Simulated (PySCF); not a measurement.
# Reading the logs of faulty runs: BClH2NO anion

All numbers below are calculated, not measured. The program is PySCF 2.14.0, an open-source quantum chemistry code, run on an isolated molecule that a program drew, which may never have been made. The molecule is BClH2NO anion (charge -1, singlet), drawn as the SMILES string `NB([O-])Cl`.

Each row is a Hartree-Fock (HF) and frozen-core CCSD(T) single point in the aug-cc-pV(D+d)Z basis, meant for a local HF minimum. Run 1 is clean. Each other run has one planted mistake out of seven kinds, and not every kind appears here: one electron removed, one electron added, multiplicity raised by two, geometry at a saddle point, minimal basis STO-3G, one bond length entered in bohr, all coordinates scaled. The reference is restricted for singlets and unrestricted otherwise, and also for a bond in bohr. Adding or removing an electron swaps singlet and doublet. Electrons count all cores. HOMO and LUMO are orbital energies over both spins, the gradient is its largest component, and the lowest frequency (negative if imaginary) is given only where the gradient is small. Bond lengths are over the 5 bonds as drawn. T1 is the CCSD diagnostic: over 0.02 (restricted) or 0.045 (unrestricted) a single reference is doubtful.

Geometry of the clean run:
```xyz
6
BClH2NO anion, angstrom
N    -0.0131    2.6721    1.4911
B     0.1132    1.3381    2.0414
O     0.8936    0.7958    2.8500
Cl   -1.4210    0.2758    1.2200
H    -0.5378    2.8177    0.6584
H     0.7950    3.2527    1.5655
```

| run | electrons | basis functions | <S^2> | HOMO (eV) | LUMO (eV) | gradient (hartree/bohr) | lowest frequency (cm^-1) | mean bond (Å) | longest bond (Å) | T1 | HF (hartree) | CCSD(T) (hartree) | mistake |
|---|---|---|---|---|---|---|---|---|---|---|---|---|---|
| 1 | 40 | 119 | 0.000 | -5.43 | 3.89 | 4.4e-06 | 273 | 1.3456 | 2.039 | 0.0154 | -614.85227 | -615.52346 | no fault |
| 2 | 40 | 119 | 0.000 | -5.43 | 3.87 | 1.1e-05 | -272 | 1.3432 | 2.041 | 0.0154 | -614.85194 | -615.52281 | geometry at a saddle point |
| 3 | 39 | 119 | 0.769 | -11.86 | -0.48 | 1.3e-01 | - | 1.3456 | 2.039 | 0.0315 | -614.75385 | -615.37341 | one electron removed |
| 4 | 40 | 119 | 2.016 | 0.65 | 2.92 | 1.3e-01 | - | 1.3456 | 2.039 | 0.0498 | -614.72723 | -615.35620 | ? |
| 5 | 40 | 26 | 0.000 | -0.64 | 18.40 | 4.0e-02 | - | 1.3456 | 2.039 | 0.0159 | -607.70661 | -607.87760 | ? |

**Which mistake was planted in run 4, and what did it cost?**

Electrons, basis and geometry are unchanged, and <S^2> is 2.016, beside S(S+1) = 2.00 for a multiplicity of 3. So the mistake is: multiplicity raised by two. Subtracting run 1 and multiplying by 627.51 kcal/mol a hartree, the energy moved by 78.5 kcal/mol in HF and 105.0 kcal/mol in CCSD(T).

**Which mistake was planted in run 5, and what did it cost?**

It has 26 basis functions where the clean run has 119, with the same electrons and geometry. So the mistake is: minimal basis STO-3G. Subtracting run 1 and multiplying by 627.51 kcal/mol a hartree, the energy moved by 4484.0 kcal/mol in HF and 4797.8 kcal/mol in CCSD(T).

Cautions from the logs. Run 4: T1 is over the limit, so its CCSD(T) energy is less reliable and the HOMO is above zero, so the electron isn't bound and the energy depends on the basis.
